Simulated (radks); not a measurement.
Effect of the nuclear size on the cobalt ion Co3+, [Ar] 3d6. All-electron calculation, Dirac Kohn-Sham, exchange-only LDA, spin-unpolarised, spherical densities, finite nucleus; open shells are shared between the two j in proportion to 2j + 1; Fermi nuclear charge, rms radius 3.7875 fm. Program: a radial shooting solver on a logarithmic mesh with Libxc functionals. The rms radius is varied about that value; shifts are against it.

| rms radius (fm) | total energy shift (eV) | density at nucleus (e/bohr^3) | 1s1/2 shift (meV) | 2s1/2 shift (meV) | 3s1/2 shift (meV) |
|---|---|---|---|---|---|
| 3.3406 | -0.0298 | 1.722e+04 | -12.7 | -1.16 | -0.174 |
| 3.5489 | -0.0163 | 1.718e+04 | -6.95 | -0.637 | -0.095 |
| 3.7875 | 0 | 1.713e+04 | 0.000 | 0.000 | 0.000 |
| 4.1284 | 0.0251 | 1.706e+04 | 10.7 | 0.979 | 0.146 |
| 4.1852 | 0.0295 | 1.705e+04 | 12.5 | 1.15 | 0.172 |

Slopes of the eigenvalues against <r^2> in GHz/fm^2, as finite differences over the two radii next to the reference (eigenvalue slopes, not the field-shift constants of lines): 1s1/2 958, 2s1/2 87.8, 3s1/2 13.1.
